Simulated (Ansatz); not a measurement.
`C/N=C(/O)C=O` + `[NH2][GeH3]` → `[NH2][GeH2][CH]=O` + `C/N=C/O`  (formal exchange of groups at a C–C bond)

Gas-phase electronic energies from Ansatz, PBE0-D4/def2-TZVP geometries. CCSD(T)/CBS adds triple-zeta CCSD(T) − MP2 to the extrapolated MP2 energy (def2 sets, frozen cores). Double bonds are as drawn, so ΔE can hold a change between cis and trans. For Ge outer-core shells are correlated without core-valence functions, which leaves a few kJ/mol of doubt a bond. Scalar relativity is left out up to krypton. One conformer a species, not always the lowest.

`C/N=C(/O)C=O`:

Cartesian coordinates in Å:
```
C -0.430 -1.141 1.061
N 0.358 -0.904 -0.123
C 0.427 0.221 -0.680
O 1.177 0.402 -1.788
C -0.235 1.515 -0.299
O -0.957 1.634 0.651
H -0.323 -2.189 1.341
H -1.490 -0.927 0.899
H -0.107 -0.519 1.901
H 1.579 -0.453 -1.991
H 0.001 2.362 -0.973
```

`[NH2][GeH3]`:

Z-matrix (Å, degrees):
```
Ge
N 1 1.843
H 1 1.536 2 106.9
H 1 1.548 2 114.5 3 -120.5
H 1 1.536 2 106.8 3 119.0
H 2 1.011 1 113.7 3 59.1
H 2 1.011 1 113.6 3 -176.9
```

`[NH2][GeH2][CH]=O`:

Cartesian coordinates in Å:
```
N 1.133 -0.942 -0.550
Ge -0.485 -0.076 -0.422
C -0.426 0.972 1.288
O -1.146 1.907 1.508
H 1.879 -0.400 -0.964
H 1.091 -1.837 -1.016
H -0.800 0.900 -1.574
H -1.565 -1.165 -0.320
H 0.319 0.641 2.051
```

`C/N=C/O`:

```xyz
9

C     0.979    0.474    0.748
N    -0.293    0.475    0.075
C    -0.615   -0.540   -0.587
O    -1.775   -0.637   -1.248
H     0.828    0.621    1.820
H     1.553   -0.452    0.603
H     1.584    1.313    0.393
H    -0.013   -1.446   -0.707
H    -2.248    0.193   -1.097
```

| species | CCSD(T)/CBS(def2) energy (Eh) |
| --- | --- |
| `C/N=C(/O)C=O` | -322.17319 |
| `[NH2][GeH3]` | -2133.81884 |
| `[NH2][GeH2][CH]=O` | -2247.02287 |
| `C/N=C/O` | -208.96897 |

Problem. Work out ΔE.

Solution. ΔE = (-2247.02287) + (-208.96897) − (-322.17319) − (-2133.81884) = 0.00019 Eh = +0.5 kJ/mol.

Largest T1 diagnostic among the species: 0.014.

In def2-TZVPP, CCSD(T) changes the Hartree–Fock value by +4.1 kJ/mol (the triples alone add +2.0 kJ/mol) and MP2 by +6.1 kJ/mol. The D4 term adds +3.3 kJ/mol with B3LYP and +1.7 kJ/mol with PBE0; it sums over pairs of atoms, weighted by their polarisabilities, and B3LYP, whose exchange is more repulsive, gets the larger term.

B3LYP here is the variant with VWN-RPA as its local correlation; programs differ in this.
